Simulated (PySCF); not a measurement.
**Working out the excitation energy of O+**

O+ [He] 2s2 2p3 (4S) → O+ [He] 2s2 2p2 3s1 (4P). All numbers are calculated (PySCF 2.14, the non-relativistic Hamiltonian (point nucleus), in aug-cc-pVTZ (5s4p3d2f, 46 functions)). Frozen: 1s2. Energies in hartree (1 hartree = 27.21139 eV):

```json
{"part": "UHF", "O+ (lower)": "-74.370750", "O+ (upper)": "-73.533208"}
{"part": "MP2 opposite-spin", "O+ (lower)": "-0.069179", "O+ (upper)": "-0.067295"}
{"part": "MP2 same-spin", "O+ (lower)": "-0.029269", "O+ (upper)": "-0.017361"}
```

Problem. What does Hartree-Fock give?

Solution. (-73.533208) − (-74.370750) = 0.837542 hartree = 22.791 eV.

Problem. What do MP2 and SCS-MP2 (6/5 opposite-spin, 1/3 same-spin) give?

Solution. The opposite-spin parts differ by 0.051 eV and the same-spin parts by 0.324 eV. MP2: 22.791 + (0.051) + (0.324) = 23.166 eV. SCS-MP2: 22.791 + 1.2 × (0.051) + (0.324)/3 = 22.960 eV.

Measured between the centres of the two terms (NIST): 22.987 eV, so MP2 (valence) is off by 0.179 eV.

What remains against the reference includes basis incompleteness, the frozen core and correlation beyond second order.
